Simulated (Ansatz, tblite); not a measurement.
Removing and adding an electron: (CuF)2 ring (Cu2F2). Total charge 0; singlet. Geometry: PBE0-D4/def2-SVP. Ansatz, gas phase; energy differences of separate SCF runs; the oxidised species was run as a doublet alone; the reduced species was run as a doublet alone.

```xyz
4

Cu    0.081    1.064   -0.516
F    -1.231    0.493    0.822
Cu   -0.081   -1.064    0.516
F     1.231   -0.493   -0.822
```

The xTB rows come from tblite.

Estimate orbital energies and vertical ionisation energies and electron affinities at: GFN1-xTB; GFN2-xTB; PBE-D4/def2-TZVP; PBE-D4/def2-TZVPD; r2SCAN-D4/def2-TZVP; r2SCAN-D4/def2-TZVPD; PBE0-D4/def2-TZVP; PBE0-D4/def2-TZVPD.


```tsv
level	−HOMO (eV)	vertical IE (eV)	−LUMO (eV)	vertical EA (eV)	HOMO–LUMO gap (eV)	IE − EA (eV)	remarks
GFN1-xTB	11.11	13.95	8.23	5.21	2.88	8.74	–
GFN2-xTB	9.71	13.84	4.51	2.17	5.20	11.67	–
PBE-D4/def2-TZVP	4.86	8.62	3.41	–	1.45	–	–
PBE-D4/def2-TZVPD	4.91	–	3.47	1.21	1.44	–	HOMO above zero (-1 doublet)
r2SCAN-D4/def2-TZVP	4.89	8.53	3.05	–	1.85	–	–
r2SCAN-D4/def2-TZVPD	4.92	–	3.10	1.12	1.83	–	HOMO above zero (-1 doublet)
PBE0-D4/def2-TZVP	6.63	8.99	2.25	–	4.38	–	–
PBE0-D4/def2-TZVPD	6.66	–	2.32	0.79	4.34	–	HOMO above zero (-1 doublet)
```

   A HOMO above zero means that the electron is unbound at that level or that self-interaction error raises the level; the energy of removing that electron tells which. Raw xTB energy differences between charge states are shifted by several eV; the methods need an empirical correction for them.
